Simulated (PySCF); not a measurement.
## Trend along group 5: MCl molecules

PBE0 with triple-zeta basis sets in PySCF, for the lowest determinant that a PBE0 search found; no spin–orbit coupling. De refers to high-spin ground-configuration atoms. A positive dipole means M(−)Cl(+).

| M | basis | state (unpaired electrons) | Re (Å) | ωe (cm⁻¹) | De (eV) | μ (D) |
| --- | --- | --- | --- | --- | --- | --- |
| V | def2-TZVPP | quintet (σ ↑, π ↑, δ ↑↑) | 2.209 | 407 | n/a | -4.57 |
| Nb | x2c-TZVPPall | quintet (σ ↑, π ↑, δ ↑↑) | 2.287 | 393 | 4.47 | -3.72 |
| Ta | def2-TZVPP | quintet (σ ↑, π ↑, δ ↑↑) | 2.292 | 375 | n/a | -2.89 |

The shortest bond is that of VCl (2.209 Å), the longest that of TaCl (2.292 Å).

The rows differ in basis set, which adds steps of its own.

Down a group the atoms grow and get heavier, so bonds lengthen and wavenumbers fall; this series shows no clear exception.

De is left out where the level can put another filling of the metal’s s and d shells below the measured ground configuration, by anything from nothing to about 1 eV. The metal atom is held in its measured ground configuration; semilocal functionals can put another filling of s and d lower by some tenths of an eV, and De to that atom would be smaller. These are scalar-relativistic numbers at best; spin–orbit coupling would shift them, the dissociation energy most. The state is the lowest single determinant that the PBE0 search found; with open d or f shells the true ground state can be another one.
